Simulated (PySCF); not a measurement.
SiH₃Br, SMILES [SiH3]Br. Geometry optimised at B3LYP-D3(BJ)/def2-TZVP.

Q: Give the equilibrium geometry at B3LYP-D3(BJ)/def2-TZVP (PySCF confirms it by a frequency run) as a Z-matrix, and its point group. (Estimate from the structure and the level; the computed values follow.)

A: point group C3v.
```
Si
H 1 1.4755
H 1 1.4755 2 110.59
H 1 1.4755 2 110.59 3 -122.86
Br 1 2.2354 2 108.33 3 118.57
```
Charge 0, spin multiplicity 1.
